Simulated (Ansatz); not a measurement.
System: HBr, charge 0, singlet. HBr (bromane, SMILES Br).
B3LYP-D3(BJ)/def2-TZVP minimum from Ansatz (a first-principles code):
```xyz
2

Br     0.0000     0.0000    -0.0396
H      0.0000     0.0000     1.3852
```
Charge 0, spin multiplicity 1.

Total energies in cc-pV5Z, 8 correlated electrons, 14 frozen orbitals. Open shells are spin-unrestricted; no spin-orbit coupling. Correlated methods leave the cores frozen (noble-gas shells, and filled d and f shells in the p block). No relativity. Spin-orbit terms, left out, reach several kcal/mol for Br and I, and more for heavier atoms.

| method | program | energy (Eh) | minus CCSDT(Q) (mEh) |
|---|---|---|---|
| HF | Ansatz | -2573.05194 | 224.89 |
| MP2 | Ansatz | -2573.25203 | 24.80 |
| CCSD | Ansatz | -2573.26764 | 9.19 |
| CCSD(T) | Ansatz | -2573.27605 | 0.79 |
| CCSDT(Q) | Ansatz | -2573.27683 | 0.00 |

Rough core times of Ansatz's runs on a shared machine: CCSD(T) under 20 s, CCSDT(Q) 6 min.
